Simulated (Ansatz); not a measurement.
The cluster Ge4F8 (the lowest singlet isomer of a short search). The state is a singlet with charge 0. Geometry PBE-D4/def2-SVP, basis def2-TZVP, Ansatz.

```xyz
12

Ge    0.4682   -0.1507   -2.5400
Ge   -1.3362    2.2754   -0.3553
Ge    1.6248   -0.3552   -0.1726
Ge   -0.5390   -0.7429    1.1682
F    -0.6462    1.4483   -2.0104
F     2.2736   -2.0017   -0.1251
F    -0.6747   -1.2397   -1.6456
F    -1.8334    0.4858    0.3417
F    -0.7390   -0.0715    2.7753
F     0.2834    2.0297    0.4015
F     2.7130    0.4564    0.9443
F    -1.5944   -2.1340    1.2181
```

```json
{"run": "A", "HOMO (eV)": "-7.44", "LUMO (eV)": "-2.96"}
{"run": "B", "HOMO (eV)": "-7.05", "LUMO (eV)": "-3.23"}
{"run": "C", "HOMO (eV)": "-7.81", "LUMO (eV)": "-2.60"}
{"run": "D", "HOMO (eV)": "-6.77", "LUMO (eV)": "-3.33"}
{"run": "E", "HOMO (eV)": "-6.68", "LUMO (eV)": "-3.25"}
```

The structure comes from a short search, and lower isomers may exist.

Task: The runs used BLYP, PBE, PBE0, r2SCAN, r2SCANh. Estimate which is which.

Result: A r2SCANh (10 % exact exchange); B r2SCAN (0 % exact exchange); C PBE0 (25 % exact exchange); D PBE (0 % exact exchange); E BLYP (0 % exact exchange). Exact exchange lowers occupied and raises empty levels; among semilocal functionals meta-GGAs tend to open the gap a little, and such runs are hard to tell apart. The gap grows from 3.43 eV (BLYP) to 5.21 eV (PBE0).
